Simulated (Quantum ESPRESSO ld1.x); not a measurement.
Results of a calculation; reference values are marked as such.
Ho, 67 electrons, occupied as [Xe] 4f11 6s2. Level of theory: Dirac Kohn-Sham, PBE, spin-unpolarised, spherical densities, point nucleus; open shells fill j = l - 1/2 first (ld1.x of Quantum ESPRESSO 7.5).

X-ray form factor f0, the Fourier transform of the density (f0(0) = 67):

sin(theta)/lambda (1/angstrom),f0 (electrons)
0.05,65.707
0.1,62.786
0.15,59.444
0.2,56.011
0.25,52.547
0.3,49.161
0.4,43.022
0.5,37.906
0.6,33.646
0.8,26.954
1,22.181
1.25,18.327
1.5,15.897
2,12.380
